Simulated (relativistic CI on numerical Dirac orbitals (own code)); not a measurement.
**Hg⁴⁺: L2,3 absorption edge**

Computed with this model: Dirac-Coulomb-Breit CI, KLI orbitals optimised for each configuration, model QED (radiative potential, 1s self-energy scaled to tabulated hydrogen-like ionisation energies), multiplet model of core-to-valence dipole absorption, unscaled Slater integrals; configurations [Xe] 4f14 5d8 → [He] 2s2 2p5 3s2 3p6 3d10 4s2 4p6 4d10 4f14 5s2 5p6 5d9; 80 K; Lorentzian 7.5 eV and Gaussian 1 eV FWHM. Energies are those of the free ion, without screening or charge transfer. The branching ratio is the share of the lower-energy edge in the whole absorption, uncertain by about 0.02 where the edges overlap. S is read from ⟨S²⟩ = S(S + 1).

Field parameters in Wybourne normalisation: D3d B²₀ = −7Dσ, B⁴₀ = −14Dq − 21Dτ, B⁴₃ = −14√(10/7) Dq; Oh B⁴₀ = 21Dq, B⁴₄ = √(5/14) B⁴₀. The field is a parameter set, without covalency.

Computed curve for free ion, scaled to 100 at the maximum (points under 2 are left out and the grid is thinned):

Energy (eV), Intensity and a bar:
```
  12251.0        2.0 
  12252.0        2.2 
  12253.0        2.4 
  12254.0        2.6 
  12255.0        2.8 
  12255.5        2.9 
  12256.5        3.2 
  12257.5        3.6 
  12258.5        3.9 #
  12259.5        4.4 #
  12260.5        4.9 #
  12261.5        5.5 #
  12262.5        6.2 #
  12263.0        6.6 #
  12264.0        7.6 ##
  12265.0        8.7 ##
  12266.0       10.2 ###
  12267.0       12.1 ###
  12268.0       14.4 ####
  12269.0       17.5 #####
  12270.0       21.6 ######
  12271.0       27.1 ########
  12271.5       30.6 #########
  12272.5       39.3 ###########
  12273.5       51.1 ###############
  12274.5       66.2 ####################
  12275.5       83.0 #########################
  12276.5       96.6 #############################
  12277.5      100.0 ##############################
  12278.5       91.3 ###########################
  12279.0       83.8 #########################
  12280.0       67.1 ####################
  12281.0       51.9 ###############
  12282.0       40.0 ############
  12283.0       31.0 #########
  12284.0       24.5 #######
  12285.0       19.7 #####
  12286.0       16.1 ####
  12286.5       14.6 ####
  12287.5       12.2 ###
  12288.5       10.3 ###
  12289.5        8.8 ##
  12290.5        7.6 ##
  12291.5        6.7 #
  12292.5        5.9 #
  12293.5        5.2 #
  12294.5        4.6 #
  12295.0        4.4 #
  12296.0        3.9 #
  12297.0        3.6 
  12298.0        3.2 
  12299.0        3.0 
  12300.0        2.7 
  12301.0        2.5 
  12302.0        2.3 
  12302.5        2.2 
  12303.5        2.0 
  14203.5        2.2 
  14204.5        2.3 
  14205.5        2.0
```

The ground state has S = 0.97, and the centroid lies at 12319.74 eV.
